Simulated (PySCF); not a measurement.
# C2H5FSSi: core ionisation energies

Species: C₂H₅FSSi.
Bonds: C1–C2, C2–S3 (double), C2–Si4, Si4–F5. Hydrogens: H6, H7, H8 on C1; H9, H10 on Si4.

Computed, not measured: delta-SCF UKS SCAN, pcX-2 on the ionised atom, pcseg-1 elsewhere, spin-free X2C in PySCF 2.14.0. These are vertical core ionisation energies against the vacuum level, from separate self-consistent calculations with and without the core hole.

Q: List the computed XPS lines with their assignment.

A: 
```tsv
atom(s)	bonded to	level	binding energy (eV)	2p1/2 (eV)	count
Si4	F, C and 2 H	Si 2p3/2	108.05	108.68	1
C1	C and 3 H	C 1s	291.42	–	1
F5	Si	F 1s	692.24	–	1
Si4	F, C and 2 H	Si 1s	1847.96	–	1
S3	C (double bond)	S 1s	2476.82	–	1
```

Q: Give the binding energy of F 1s of F5 in hartree and in kJ/mol.

A: 692.24 eV = 25.4394 Eh = 66791 kJ/mol.

The list is incomplete; no value stands for C 1s of C2 (hole states with ⟨S²⟩ of 1 or more are left out). The 2p values aren't plain energy differences: one relaxed spin-free 2p hole is combined with a matrix within the shell (ground-state 2p orbital-energy differences and spin–orbit coupling). 2p3/2, the mean of its two sublevels, lies a third of the splitting below the shell's mean and 2p1/2 two thirds above it; the statistical areas are 2:1. 2p1/2 minus 2p3/2 (ligand field included): Si 0.63 eV. Isolated species at its PBE0-D3(BJ)/def2-SVP geometry (one conformer only).

The values belong to the conformer `[CH3:1][C:2](=[S:3])[SiH2:4][F:5]`: C1–C2–Si4–F5 -4°.
